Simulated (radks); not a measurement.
The numbers below are computed, except where a source is named.
Ionisation of Ir, [Xe] 4f14 5d7 6s2, to Ir+, [Xe] 4f14 5d7 6s1, under several functionals. Scalar-relativistic Kohn-Sham, spin-polarised, spherical densities, point nucleus; open shells are filled with parallel spins first (spin-orbit coupling, left out, can overturn this in heavy ions); a radial shooting solver on a logarithmic mesh with Libxc functionals.

functional                                        E(Ir) (hartree)  Exc (hartree)  IE (eV)  -e(HOMO) (eV)  <r> HOMO (bohr)  IE error (eV)
B86b exchange with PBE correlation                    -17828.9066      -347.4034    9.062          5.837            2.970         +0.095
revPBE                                                -17827.9738      -346.4754    8.896          5.725            2.981         -0.071
LDA (Slater exchange, VWN5 correlation)               -17817.5731      -336.0943    9.450          6.122            2.947         +0.483
LDA (Slater exchange, Perdew-Zunger correlation)      -17817.5457      -336.0662    9.508          6.160            2.943         +0.541
exchange-only LDA                                     -17809.5509      -327.9806    8.063          4.937            3.037         -0.904
SOGGA                                                 -17821.9528      -340.4510    8.904          5.735            2.965         -0.063
AM05                                                  -17817.9415      -336.4706    9.023          5.810            2.966         +0.055

NIST Atomic Spectra Database: 8.967 eV (measured). Closest: AM05. The Delta-SCF values span 1.44 eV, the total energies 19.36 hartree. The highest occupied level is 6s. Open shells are spherical and high-spin; term and fine-structure splittings are not resolved. Spin-orbit splitting is averaged out at the scalar-relativistic level.
